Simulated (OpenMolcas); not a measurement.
Re2+ in a point-charge field

Re2+ among 5 point charges of -2 e arranged as a trigonal bipyramid (D3h), 2.37 Å from the ion, with the axial distance 2.631 Å.

| Property | Result |
| --- | --- |
| Program | OpenMolcas |
| Method | SS-CASPT2, IPEA 0.25 Eh, imaginary shift 0.1 Eh (closed shells correlated: 4f 5s 5p) |
| Basis | ANO-RCC-VDZP [7s6p4d2f1g] |
| Scalar Hamiltonian | DKH2, point nucleus |
| Active space | 5 electrons in 5 orbitals (5d) |
| State averaging | 2S+1 = 6 even, 1 root; 2S+1 = 4 even, 24 roots; 2S+1 = 2 even, 75 roots |
| Spin-orbit coupling | state interaction with AMFI integrals over the reference wave functions |

The lowest spin-free states (labels of D3, the rotations of D3h), above the lowest:

```json
{"State": "6A1", "Degeneracy": "1", "E (cm-1)": "0", "Free-ion L (%)": "S (100)"}
{"State": "4E", "Degeneracy": "2", "E (cm-1)": "16270", "Free-ion L (%)": "G (66)"}
{"State": "4E", "Degeneracy": "2", "E (cm-1)": "19520", "Free-ion L (%)": "G (92)"}
{"State": "4A2", "Degeneracy": "1", "E (cm-1)": "20170", "Free-ion L (%)": "G (99)"}
{"State": "4E", "Degeneracy": "2", "E (cm-1)": "20350", "Free-ion L (%)": "G (100)"}
{"State": "4A1", "Degeneracy": "1", "E (cm-1)": "20430", "Free-ion L (%)": "G (99)"}
{"State": "4A1", "Degeneracy": "1", "E (cm-1)": "20740", "Free-ion L (%)": "G (100)"}
{"State": "4E", "Degeneracy": "2", "E (cm-1)": "22640", "Free-ion L (%)": "D (87)"}
{"State": "4A2", "Degeneracy": "1", "E (cm-1)": "22680", "Free-ion L (%)": "P (100)"}
{"State": "4E", "Degeneracy": "2", "E (cm-1)": "23060", "Free-ion L (%)": "D (92)"}
{"State": "4A1", "Degeneracy": "1", "E (cm-1)": "23720", "Free-ion L (%)": "D (100)"}
{"State": "2E", "Degeneracy": "2", "E (cm-1)": "25800", "Free-ion L (%)": "I (57)"}
{"State": "2E", "Degeneracy": "2", "E (cm-1)": "26350", "Free-ion L (%)": "I (73)"}
{"State": "4E", "Degeneracy": "2", "E (cm-1)": "26660", "Free-ion L (%)": "P (67)"}
{"State": "2A1", "Degeneracy": "1", "E (cm-1)": "26820", "Free-ion L (%)": "I (68)"}
{"State": "2A2", "Degeneracy": "1", "E (cm-1)": "27160", "Free-ion L (%)": "I (69)"}
{"State": "2E", "Degeneracy": "2", "E (cm-1)": "27520", "Free-ion L (%)": "I (65)"}
{"State": "2E", "Degeneracy": "2", "E (cm-1)": "27810", "Free-ion L (%)": "D (47)"}
{"State": "2A1", "Degeneracy": "1", "E (cm-1)": "30010", "Free-ion L (%)": "I (98)"}
{"State": "2S+1 = 2", "Degeneracy": "2", "E (cm-1)": "30050", "Free-ion L (%)": "I (92)"}
```

The lowest levels with spin-orbit coupling:

```csv
E (cm-1),Degeneracy,Label,2S+1,g
0,2,E1/2,6 (90 %),0.00 0.00 9.78
120,2,E3/2,6,0.00 0.00 5.86
220,2,E1/2,6,1.96 5.89 5.89
13870,2,E3/2,4 (66 %),0.00 0.00 3.60
14990,2,E1/2,4 (74 %),0.13 0.13 6.67
16140,2,E1/2,4 (90 %),0.64 1.40 1.40
17340,2,E1/2,4 (86 %),1.93 1.93 2.88
17980,2,E1/2,4 (85 %),0.22 0.22 5.02
18150,2,E3/2,4 (87 %),0.00 0.00 2.47
18530,2,E1/2,4,0.20 0.20 8.29
18640,2,E1/2,4 (83 %),0.36 0.36 1.92
19550,2,E1/2,4 (87 %),0.38 0.38 3.45
19740,2,E3/2,4 (82 %),0.00 0.00 2.60
20020,2,,4 (78 %),0.18 0.18 10.76
20260,2,E1/2,4 (84 %),0.16 0.16 2.72
20650,2,E3/2,4 (90 %),0.00 0.00 0.48
20690,2,E1/2,4,0.82 0.82 6.35
20750,2,E3/2,4 (87 %),0.00 0.00 7.76
20860,2,E1/2,4 (89 %),3.07 5.71 5.71
20970,2,E1/2,4,0.97 0.97 1.21
```

Electric-dipole absorption from the lowest level at this geometry, strongest bands:

| E (cm-1) | λ (nm) | Label | f |
| --- | --- | --- | --- |
| 13870 | 721 | E3/2 | 1.29e-05 |
| 16140 | 620 | E1/2 | 8.83e-06 |
| 17340 | 577 | E1/2 | 1.37e-05 |
| 18150 | 551 | E3/2 | 7.83e-05 |
| 18640 | 537 | E1/2 | 1.22e-05 |
| 19740 | 507 | E3/2 | 6.63e-05 |
| 20020 | 500 |  | 9.83e-05 |
| 20260 | 494 | E1/2 | 2.17e-05 |
| 20750 | 482 | E3/2 | 5.99e-06 |
| 20970 | 477 | E1/2 | 6.78e-06 |
| 21390 | 468 | E3/2 | 5.64e-06 |
| 22350 | 447 | E3/2 | 5.47e-06 |
| 23300 | 429 | E1/2 | 7.73e-06 |
| 24610 | 406 | E3/2 | 1.48e-05 |
| 27060 | 370 | E3/2 | 4.98e-06 |
| 32100 | 312 | E3/2 | 1.12e-05 |

Powder χT (cm3 K/mol): 3.02 at 2 K, 3.13 at 10 K, 3.63 at 50 K, 3.92 at 100 K, 4.1 at 200 K, 4.15 at 300 K. The effective moment at 300 K is 2.828 √(χT) = 5.76 μB.

Roots that are degenerate in the reference are averaged as groups; the widest CASPT2 spread within a group is 84 cm-1 (the 2-fold group of multiplicity 2 near 32600 cm-1 above the lowest state of its run). Shifts and gaps below about the spread of the groups concerned are not significant. Point charges give a weaker field than real ligands, and real ions of this kind are as a rule low spin; the high spin found here belongs to the model. Free-ion shares, where given, are those of the reference states; single-state CASPT2 does not remix them. Point charges carry no covalency, so the field is a model and not that of real ligands. No measured value stands beside these numbers.

The CASPT2 steps took 41 s on 1 thread of Arm Neoverse V1 (shared host); the integral step is not counted.

A state without a sure symmetry label is named by its multiplicity alone.
